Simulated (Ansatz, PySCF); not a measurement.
Ways to break one bond of NB(N)Cl:

A. NB(N)Cl -> N[B]Cl + [NH2] (NH2)
B. NB(N)Cl -> [NH]B(N)Cl + H atom

Quantity: bond dissociation energy (enthalpy at 298 K, with B3LYP-D3(BJ) rigid-rotor harmonic-oscillator terms), kJ/mol. Each molecule is optimised on its own at B3LYP-D3(BJ)/def2-TZVP (Ansatz, a first-principles code), one conformer each, not searched for the lowest. Frequencies are from Ansatz or PySCF. Valence correlation only, unless marked. UHF or UKS for open shells. No spin-orbit coupling. No relativistic terms. CBS(X,Y): correlation extrapolated as X^-3; Hartree-Fock from the larger set. The bracket is a focal-point correction in the basis named.

**Question.** Rank them by bond dissociation energy at RI-MP2/CBS(cc-pV(T+d)Z,cc-pV(Q+d)Z)+[CCSD(T)-MP2]/cc-pV(T+d)Z (Ansatz), lowest first.

**Answer.** B (484.0 kJ/mol), A (540.1 kJ/mol)
